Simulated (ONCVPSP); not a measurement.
## Which change was made? (Se, ONCV)

selenium (Se), optimised norm-conserving Vanderbilt (ONCV), made with ONCVPSP 4.0.1 (PBEsol, scalar-relativistic). Core [Ne], reference 3s2 3p6 3d10 4s2 4p4. Waves: 3s+4s: rc 0.90 bohr, ncon 3, nbas 7, qcut 14.3 1/bohr, 3 projectors, debl 1.8 Ha; 3p+4p: rc 1.00 bohr, ncon 4, nbas 9, qcut 11.6 1/bohr, 2 projectors; 3d: rc 0.60 bohr, ncon 4, nbas 7, qcut 14.7 1/bohr, 2 projectors, debl 1.9 Ha; f scattering state at 0.17 Ha: rc 0.80 bohr, ncon 4, nbas 8, qcut 14 1/bohr, 2 projectors, debl 0.9 Ha. Local part: polynomial inside 0.45 bohr (lpopt 4, dvloc0 0 Ha). Core correction: none.

In the d channel the program set the typed energies aside and used -1.952, 0.250 Ha.

Cutoffs, loose and tight: the cutoffs (Ha) at which the residual kinetic energy of the hardest occupied pseudo-wave falls to 1 and 0.1 mHa per electron. They do not see the model core or the augmentation charge, which bear on the density cutoff. Test errors are all-electron minus pseudo excitation energies from the reference, over the configurations 3s2 3p6 3d10 4s2 4p3; 3s2 3p6 3d10 4s2 4p2; 3s2 3p6 3d10 4s2 4p1; 3s1 3p6 3d10 4s2 4p4; variants that change the core or the reference have their own tests.

The base gives: outcome: generated, projector energies reset by the program, misses its reference levels by 0.40 eV; cutoff, loose: 503 Ha; cutoff, tight: 686 Ha; bound ghosts: p; GHOST(+) flags above zero: s, d, f; largest test error (meV): -280.

After one change the result is: outcome: generated, projector energies reset by the program; cutoff, loose: 503 Ha; cutoff, tight: 686 Ha; bound ghosts: none; GHOST(+) flags above zero: s, d, f; largest test error (meV): -157. Which change was it?
A. local potential polynomial inside 0.45 bohr (lpopt 4, dvloc0 4 Ha)
B. s: qcut 18; p: qcut 14.6; d: qcut 18.5; f: qcut 17.6
C. p: rc 1.44

C. The others give: local potential polynomial inside 0.45 bohr (lpopt 4, dvloc0 4 Ha) → outcome: failed: oncvpsp: lschvkbb ERROR 3 1 100 | s: qcut 18; p: qcut 14.6; d: qcut 18.5; f: qcut 17.6 → outcome: generated, projector energies reset by the program; cutoff, loose: 437 Ha; cutoff, tight: 517 Ha; bound ghosts: none; GHOST(+) flags above zero: s; largest test error (meV): -73.
